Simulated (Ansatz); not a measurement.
Calculated with Ansatz (gas phase, PBE0-D4/def2-TZVP geometries, no zero-point term in ΔE). CBS: MP2 limit from def2 TZ/QZ plus the TZ coupled-cluster correction, frozen cores. This one scheme is used for every species, atoms too. For atomizations the MP2-based limit and the directly extrapolated one differ by several kJ/mol either way, and by 10 to 25 for some Ge, Se and Sn compounds, so smaller differences from it don't rank the levels. Functionals use def2-TZVPP. B3LYP here is the variant with VWN-RPA as its local correlation; programs differ in this. No spin–orbit coupling; open shells (•) take unrestricted orbitals. Spin–orbit coupling would lower the free atoms: a little for Al, C, Cl, O. One conformer a species, not always the lowest.

`CC1=CC(C)=[O+][Al-]([OH])([Cl])[O]1` → Al• + 5 C• + Cl• + 8 H• + 3 O•  (atomization)

Problem. What is ΔE at CCSD(T)/CBS? (Estimate.)

Solution. Ansatz gave: +82.02 eV.

Problem. What do these levels give: CAM-B3LYP-D4, PBE0, B3LYP, HF/def2-SVP, MP2/def2-TZVPP, SCS-MP2/def2-TZVPP? (Best estimate.)

Solution. Ansatz gave: CAM-B3LYP-D4 82.36, PBE0 82.05, B3LYP 81.04, HF/def2-SVP 60.88, MP2/def2-TZVPP 82.20, SCS-MP2/def2-TZVPP 81.03 eV.

Largest T1 diagnostic among the species: 0.018.

From BLYP to BHLYP (50 % exact exchange), in def2-TZVPP and without D4, ΔE moves by −2.33 eV: exact exchange takes away binding that semilocal exchange gives to molecules. At CCSD(T), def2-SVP lies −3.88 eV from the extrapolated value and def2-TZVPP −2.15 eV: correlation converges slowly with the basis, and small sets miss more of it in the bonded molecule than in its fragments.
